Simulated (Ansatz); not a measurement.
Input for Ansatz (development build ahead of 0.2.0):

```yaml
crystal:
  periodic: [false, false, false]
  atoms:
    - { symbol: Zn, position_ang: [0.0, 0.0, 0.0] }
    - { symbol: O, position_ang: [0.0, 0.0, 1.6368] }
basis:
  gaussian: { orbitals: cc-pVTZ }
hamiltonian:
  xc: hf
correlation:
  method: bccd_t
  frozen_orbitals: { O: 1, Zn: 5 }
```

The input is written out in the form of the current development build from the run's settings.

Results

```json
{
  "Converged": "yes",
  "Reference energy (starting determinant)": "-1852.58273 hartree",
  "Correlation energy": "-1.10213 hartree",
  "Total energy": "-1853.68486 hartree"
}
```
